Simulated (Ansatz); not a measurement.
The cluster AlB₆, relaxed as a doublet with UKS r2SCAN-D4/def2-SVP in Ansatz, starting from the GFN1-xTB geometry. Force threshold 0.02 eV/Å.

The structure comes from a short search, and lower isomers may exist.

Start:

```xyz
7

Al   -1.336   -1.408   -0.785
B     1.659   -0.462   -0.042
B    -0.983    0.003    1.136
B    -0.726    1.447    0.591
B     0.100    1.041   -0.664
B     0.729   -0.271   -1.286
B     0.557   -0.349    1.051
```

```json
{"step": "1", "energy (eV)": "-10637.8665", "largest force component (eV/Å)": "1.225", "SCF passes": "28"}
{"step": "2", "energy (eV)": "-10638.4157", "largest force component (eV/Å)": "1.074", "SCF passes": "33"}
{"step": "3", "energy (eV)": "-10638.6352", "largest force component (eV/Å)": "1.059", "SCF passes": "31"}
{"step": "4", "energy (eV)": "-10638.7733", "largest force component (eV/Å)": "0.560", "SCF passes": "35"}
{"step": "5 (rejected)", "energy (eV)": "-10638.7054", "largest force component (eV/Å)": "0.797", "SCF passes": "40"}
{"step": "6", "energy (eV)": "-10638.8394", "largest force component (eV/Å)": "0.216", "SCF passes": "37"}
{"step": "7", "energy (eV)": "-10638.8484", "largest force component (eV/Å)": "0.107", "SCF passes": "36"}
{"step": "8", "energy (eV)": "-10638.8502", "largest force component (eV/Å)": "0.028", "SCF passes": "37"}
{"step": "9", "energy (eV)": "-10638.8503", "largest force component (eV/Å)": "0.017", "SCF passes": "23"}
```

Force components are those of the run's own axes.

End:

```xyz
7

Al   -1.043   -1.100   -0.613
B     1.477   -0.467   -0.144
B    -1.186   -0.118    1.225
B    -0.744    1.240    0.575
B     0.345    0.890   -0.532
B     0.705   -0.388   -1.508
B     0.445   -0.057    0.997
```

Bonds formed: Al1–B5, Al1–B7, B2–B5, B4–B7, B5–B7 (atoms count from 1).

No frequencies were taken in this run, so the end may be a saddle point.

It took 34 s on 2 threads of AMD EPYC 7R13 on a shared host.
